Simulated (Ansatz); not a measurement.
One change: `[OH][W]([OH])([Cl])([Cl])([Cl])[Cl]` becomes `[OH][Mo]([OH])([Cl])([Cl])([Cl])[Cl]`.

Ansatz, PBE0-D4/def2-TZVP geometries, multiplicity 1. Each molecule was computed in one conformer, which needn't be the lowest.

Elements past krypton have def2 core potentials.

```
                             property  `[OH][W]([OH])([Cl])([Cl])([Cl])[Cl]`
HOMO energy (ωB97M-V/def2-TZVPP) / eV                                 -10.85
    LUMO energy (PBE/def2-TZVPP) / eV                                  -5.19
  HOMO energy (B3LYP/def2-TZVPP) / eV                                  -8.39
   LUMO energy (PBE0/def2-TZVPP) / eV                                  -4.74
   HOMO energy (PBE0/def2-TZVPP) / eV                                  -8.67
  LUMO energy (B3LYP/def2-TZVPP) / eV                                  -4.89
```

What does the change do to each property? (An estimate is asked.)

The calculation gave: 
```json
{"property": "HOMO energy (ωB97M-V/def2-TZVPP) / eV", "`[OH][Mo]([OH])([Cl])([Cl])([Cl])[Cl]`": "-10.90", "shift": "-0.05"}
{"property": "LUMO energy (PBE/def2-TZVPP) / eV", "`[OH][Mo]([OH])([Cl])([Cl])([Cl])[Cl]`": "-5.59", "shift": "-0.40"}
{"property": "HOMO energy (B3LYP/def2-TZVPP) / eV", "`[OH][Mo]([OH])([Cl])([Cl])([Cl])[Cl]`": "-8.43", "shift": "-0.04"}
{"property": "LUMO energy (PBE0/def2-TZVPP) / eV", "`[OH][Mo]([OH])([Cl])([Cl])([Cl])[Cl]`": "-5.16", "shift": "-0.42"}
{"property": "HOMO energy (PBE0/def2-TZVPP) / eV", "`[OH][Mo]([OH])([Cl])([Cl])([Cl])[Cl]`": "-8.71", "shift": "-0.04"}
{"property": "LUMO energy (B3LYP/def2-TZVPP) / eV", "`[OH][Mo]([OH])([Cl])([Cl])([Cl])[Cl]`": "-5.30", "shift": "-0.41"}
```

B3LYP here is the variant with VWN-RPA as its local correlation; programs differ in this.
